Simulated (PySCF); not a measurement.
A geometry optimisation, step by step.

Ethoxydichloroborane, C₂H₅BCl₂O.
Bonds: C1–C2, C2–O3, O3–B4, B4–Cl5, B4–Cl6. Hydrogens: H7, H8, H9 on C1; H10, H11 on C2.

Method: PBE0-D3(BJ)/def2-SVP geometry optimisation, gas phase (PySCF); density fitting, grid level 1; the optimiser is geomeTRIC in internal coordinates, started from a GFN2-xTB structure with every atom displaced at random (about 0.01 Å). The frame can shift and turn from step to step; on so coarse a grid that alone can change the energy by a few meV, and forces under 0.02 eV/Å are noise.

Step 0: E = -29902.8400 eV, largest atomic force 2.359 eV/Å
```
atom  x, y, z in Å  |  force x, y, z in eV/Å
C1     -1.416    0.240    0.247   -0.565   1.372   0.512
C2     -0.330   -0.465    0.982    0.612   0.031   0.029
O3      0.727   -0.780    0.090    1.041   0.398  -0.171
B4      1.817   -0.015   -0.202   -2.084  -0.790   0.774
Cl5     2.056    1.549    0.516    0.111   0.640   0.370
Cl6     2.921   -0.627   -1.346    0.945  -0.450  -0.878
H7     -1.769   -0.336   -0.596   -0.254  -0.419  -0.480
H8     -1.061    1.227   -0.135   -0.136  -0.434   0.171
H9     -2.270    0.445    0.938    0.344  -0.135  -0.399
H10     0.049    0.156    1.816   -0.025  -0.115  -0.045
H11    -0.686   -1.421    1.384    0.010  -0.100   0.119
```

Step 1: E = -29902.9030 eV, largest atomic force 1.157 eV/Å
```
atom  x, y, z in Å  |  force x, y, z in eV/Å
C1     -1.393    0.142    0.433    0.086  -0.099  -0.107
C2     -0.175   -0.522    1.041   -0.237   0.102  -0.085
O3      0.818   -0.763    0.055   -0.429  -0.328   0.108
B4      1.624    0.143   -0.458    1.084   0.293  -0.279
Cl5     1.701    1.814    0.154   -0.052  -0.263  -0.208
Cl6     2.792   -0.380   -1.707   -0.513   0.283   0.411
H7     -1.770   -0.442   -0.424    0.014   0.021   0.096
H8     -1.152    1.157    0.083   -0.015  -0.027   0.021
H9     -2.191    0.215    1.183   -0.095   0.026   0.054
H10     0.235    0.106    1.847    0.101  -0.026   0.006
H11    -0.435   -1.504    1.463    0.057   0.018  -0.017
```

Step 2: E = -29902.9194 eV, largest atomic force 0.568 eV/Å
```
atom  x, y, z in Å  |  force x, y, z in eV/Å
C1     -1.402    0.138    0.425    0.077  -0.032  -0.027
C2     -0.183   -0.515    1.040    0.022   0.028   0.074
O3      0.828   -0.766    0.073   -0.020  -0.030   0.027
B4      1.690    0.126   -0.398   -0.064   0.161  -0.541
Cl5     1.740    1.810    0.150    0.046  -0.140   0.129
Cl6     2.731   -0.348   -1.746   -0.027   0.015   0.278
H7     -1.774   -0.457   -0.422   -0.010  -0.006   0.015
H8     -1.166    1.150    0.067   -0.008   0.005  -0.010
H9     -2.205    0.217    1.173    0.019  -0.003   0.004
H10     0.235    0.108    1.847   -0.041   0.011   0.018
H11    -0.440   -1.497    1.462    0.007  -0.009   0.033
```

Step 3: E = -29902.9378 eV, largest atomic force 0.165 eV/Å
```
atom  x, y, z in Å  |  force x, y, z in eV/Å
C1     -1.421    0.128    0.428    0.028  -0.014   0.021
C2     -0.183   -0.500    1.025    0.091  -0.014   0.064
O3      0.808   -0.753    0.037   -0.054   0.052  -0.147
B4      1.680    0.137   -0.432    0.025  -0.064   0.016
Cl5     1.801    1.775    0.217   -0.027   0.052   0.029
Cl6     2.764   -0.340   -1.730   -0.036  -0.018   0.042
H7     -1.808   -0.488   -0.396   -0.016  -0.012  -0.015
H8     -1.208    1.136    0.045    0.005   0.019  -0.015
H9     -2.208    0.213    1.195    0.033   0.003  -0.015
H10     0.248    0.137    1.815   -0.052   0.014  -0.001
H11    -0.419   -1.478    1.466    0.003  -0.018   0.022
```

Step 4: E = -29902.9395 eV, largest atomic force 0.063 eV/Å
```
atom  x, y, z in Å  |  force x, y, z in eV/Å
C1     -1.417    0.128    0.430   -0.028  -0.008   0.008
C2     -0.179   -0.504    1.021    0.027  -0.008   0.015
O3      0.800   -0.754    0.021   -0.025  -0.009  -0.057
B4      1.674    0.139   -0.436    0.027  -0.013   0.052
Cl5     1.769    1.777    0.221    0.014   0.044  -0.009
Cl6     2.778   -0.336   -1.714   -0.009  -0.004   0.002
H7     -1.813   -0.488   -0.390   -0.006  -0.003   0.001
H8     -1.200    1.135    0.043    0.005  -0.010  -0.001
H9     -2.196    0.219    1.201   -0.007   0.011   0.000
H10     0.253    0.134    1.809   -0.009   0.002  -0.004
H11    -0.414   -1.483    1.465    0.011  -0.003  -0.005
```

Step 5: E = -29902.9399 eV, largest atomic force 0.073 eV/Å
```
atom  x, y, z in Å  |  force x, y, z in eV/Å
C1     -1.425    0.122    0.433   -0.028  -0.008  -0.009
C2     -0.179   -0.505    1.014   -0.009  -0.007  -0.007
O3      0.794   -0.743    0.005   -0.025   0.046   0.035
B4      1.678    0.149   -0.434    0.033  -0.007   0.034
Cl5     1.789    1.788    0.223   -0.033  -0.028   0.005
Cl6     2.789   -0.337   -1.699    0.044  -0.003  -0.058
H7     -1.828   -0.496   -0.383    0.002   0.003   0.007
H8     -1.214    1.128    0.042    0.003  -0.012  -0.002
H9     -2.197    0.212    1.211   -0.013   0.007   0.009
H10     0.251    0.135    1.801    0.014   0.004  -0.002
H11    -0.403   -1.487    1.456    0.011   0.005  -0.011
```

Step 6: E = -29902.9407 eV, largest atomic force 0.055 eV/Å
```
atom  x, y, z in Å  |  force x, y, z in eV/Å
C1     -1.433    0.115    0.434    0.000  -0.008  -0.015
C2     -0.178   -0.501    1.007   -0.012  -0.018   0.006
O3      0.792   -0.735   -0.006   -0.004   0.030   0.021
B4      1.688    0.152   -0.431   -0.041   0.007   0.036
Cl5     1.796    1.783    0.245    0.006  -0.013  -0.009
Cl6     2.800   -0.326   -1.699    0.037   0.000  -0.034
H7     -1.841   -0.510   -0.374    0.003   0.001   0.004
H8     -1.230    1.119    0.034   -0.001  -0.002  -0.007
H9     -2.200    0.209    1.218    0.005  -0.002   0.006
H10     0.253    0.143    1.790    0.003   0.003  -0.002
H11    -0.392   -1.484    1.453    0.003   0.001  -0.005
```

Step 7: E = -29902.9410 eV, largest atomic force 0.029 eV/Å
```
atom  x, y, z in Å  |  force x, y, z in eV/Å
C1     -1.436    0.109    0.432    0.002  -0.004  -0.003
C2     -0.179   -0.500    1.006   -0.001  -0.005   0.000
O3      0.792   -0.729   -0.007    0.012   0.014   0.002
B4      1.691    0.156   -0.427   -0.026   0.000   0.011
Cl5     1.805    1.784    0.257    0.005  -0.004  -0.004
Cl6     2.800   -0.315   -1.702    0.010   0.002  -0.004
H7     -1.843   -0.520   -0.374    0.001  -0.003   0.001
H8     -1.237    1.112    0.027   -0.001  -0.002  -0.004
H9     -2.202    0.203    1.216    0.002  -0.001   0.000
H10     0.249    0.148    1.788   -0.004   0.002   0.002
H11    -0.387   -1.483    1.453    0.001  -0.001  -0.001
```

Step 8: E = -29902.9412 eV, largest atomic force 0.022 eV/Å
```
atom  x, y, z in Å  |  force x, y, z in eV/Å
C1     -1.441    0.097    0.427    0.003   0.000   0.004
C2     -0.179   -0.498    1.004    0.003   0.008  -0.004
O3      0.795   -0.719   -0.008    0.007  -0.009  -0.001
B4      1.695    0.168   -0.421    0.009   0.002  -0.017
Cl5     1.814    1.789    0.277   -0.002   0.006   0.003
Cl6     2.804   -0.294   -1.702   -0.013   0.004   0.018
H7     -1.844   -0.539   -0.374   -0.001  -0.005  -0.002
H8     -1.248    1.100    0.016   -0.002  -0.001  -0.001
H9     -2.206    0.192    1.212   -0.001  -0.001  -0.004
H10     0.243    0.156    1.785   -0.004  -0.002   0.003
H11    -0.377   -1.483    1.453    0.000  -0.002   0.001
```

**Question.** Summarise the path.

**Answer.** The energy falls by 0.1012 eV from step 0 to step 8; nine tenths of that is first reached at step 3. It falls at every step. The largest force goes from 2.359 to 0.022 eV/Å. Among the bonds B4–Cl6 changes most, from 1.703 to 1.756 Å; the atoms move by 0.034 Å rms after alignment.

What follows is the cost of the whole optimisation. Time: 38 s wall; peak memory 0.51 GiB. Hardware: one thread, Arm Neoverse V2 (aarch64), on a shared host.
